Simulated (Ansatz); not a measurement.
System: ZnBr2 (charge 0, singlet). 
Structure (B3LYP-D3(BJ)/def2-TZVP (Ansatz, a program for electronic structure) minimum search):
SMILES: [Br][Zn][Br]
```xyz
3

Zn     0.0000     0.0000     0.0000
Br     0.0000     0.0000     2.2411
Br     0.0000     0.0000    -2.2411
```

Q: Give the harmonic wavenumbers at B3LYP-D3(BJ)/def2-TZVP (Ansatz, finite differences of forces, unscaled).

A: 79, 79, 211, 391 cm⁻¹. Zero-point energy 1.1 kcal/mol.

Q: From these and the geometry, give the ideal-gas thermochemistry at 298.15 K and 1 atm (rigid rotor, harmonic oscillator).

A: Point group D∞h, rotational symmetry number 2. Rotational constants 0.6297, 0.6297 GHz. S(trans) 42.14, S(rot) 18.89, S(vib) 10.87, S(elec, spin only) 0.00, S 71.9 cal/(mol K). H(298) - H(0) 3.59 kcal/mol; G - E(el) -16.8 kcal/mol.
